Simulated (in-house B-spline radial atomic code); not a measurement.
Results of a calculation; reference values are marked as such.
**Ag in an electron gas of r_s = 2.67: phase shifts, screening, friction and resistivity**

A nucleus sits in a uniform electron gas with a rigid positive background. The Kohn-Sham equations are solved self-consistently in the spin-unpolarised LDA (PW92), non-relativistic, on B-splines with outgoing waves at the boundary and partial waves to l = 8. The model has no lattice, no bands and no magnetic solution. Atomic units; δ_l are the phase shifts at the Fermi level, counted so that each bound state adds π, and good to about 0.0005.

The density parameter is r_s = 2.67 bohr, near that of the valence electrons of Cu (1 per atom, density 8.96 g/cm³, mass 63.55 u, which gives r_s = 2.67).

```tsv
l	δ_l (rad)
0	12.8158
1	9.8702
2	6.2388
3	0.0242
4	0.0037
5	0.0003
6	0.0000
7	-0.0001
8	0.0000
```

Bound levels below the band bottom (hartree): d -13.1, s -2.963, p -1.826, d -0.04294, s -0.0002034 and deeper ones.

(1) Check the Friedel sum rule, and say where the screening charge sits.

(2) Find the transport cross section and the electronic stopping of a 2 keV Ag ion (mass 107.87 u).

(3) What residual resistivity would 1 atomic per cent of such centres give in Cu?

(4) On a substitutional site the background of one host ion, a sphere holding 1 charge, is taken out. The phase shifts for l = 0 to 4 become 12.5610, 9.5986, 6.1630, 0.0094, 0.0018. What follows?

## Answers

(1) k_F = (9π/4)^(1/3)/r_s = 0.71879. The rule is Z = (2/π) Σ (2l + 1) δ_l. The terms are s 8.159, p 18.851, d 19.859, f 0.108 and 0.022 beyond, in all 46.998 against Z = 47. Bound states hold 10 s, 18 p, 20 d electrons, so the scattering states carry -1.00 in all; where a term is smaller than its bound count, the bound level has drawn weight out of the band.

(2) σ_tr = (4π/k_F²) Σ (l + 1) sin²(δ_l − δ_(l+1)). The terms for l = 0 to 3 are 0.0379, 0.4427, 0.0141, 0.0017, all together 0.4964, so σ_tr = 24.323 × 0.4964 = 12.074 bohr². With n = 3/(4π r_s³) = 0.01254, the friction coefficient is Q = n k_F σ_tr = 0.1089. For v well below v_F = 0.719, dE/dx = Q v; with 24801 eV per u at v = 1, v = √(2000/(24801 × 107.87)) = 0.0273, so dE/dx = 0.00298 hartree/bohr = 1.53 eV/nm. The largest term couples the p and d waves.

(3) Δρ = k_F n_i σ_tr/n in atomic units of 21.74 μΩ·cm. With one host atom per 1 electron, n_i/n = 0.01/1, so Δρ = 0.7188 × 0.01000 × 12.074 × 21.74 = 1.89 μΩ·cm. This is an atom added to the gas, as on an interstitial site.

(4) The Friedel sum is now 46.00, for Z − 1 = 46. The sum in σ_tr is 0.2501, so σ_tr = 6.08 bohr² and Δρ = 0.95 μΩ·cm per atomic per cent, 0.50 times the value above. A real host ion scatters too, so this model doesn't give zero even for the host's own atom.
